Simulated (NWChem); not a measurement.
System: GaH2Cl; SMILES [Cl][GaH2]

Here is an NWChem input.

```
start job
memory heap 200 mb stack 900 mb global 1100 mb
geometry units angstroms noautoz
  Ga     0.000000     0.000000     0.776400
  H      0.000000    -1.422259     1.429067
  H      0.000000     1.422259     1.429067
  Cl     0.000000     0.000000    -1.401656
end
basis spherical
  * library def2-svp
end
dft
  xc xpbe96 cpbe96
  iterations 150
end
tddft
  cis
  nroots 6
  notriplet
end
task tddft energy
```

Coordinates come from a B3LYP/6-31G* (spherical d) optimisation.

Vertical excitations in the gas phase.

Predict the main results of this run. (PBE/def2-SVP, TDA.) Quantities: lowest excitation, singlet (eV); oscillator strength of that lowest state; lowest state with f > 0.02, singlet (eV); oscillator strength of that bright state; orbital gap (eV).


| Property | Result |
|---|---|
| lowest excitation, singlet (eV) | 4.48 |
| oscillator strength of that lowest state | 0.000 |
| lowest state with f > 0.02, singlet (eV) | 5.68 |
| oscillator strength of that bright state | 0.047 |
| orbital gap (eV) | 4.40 |
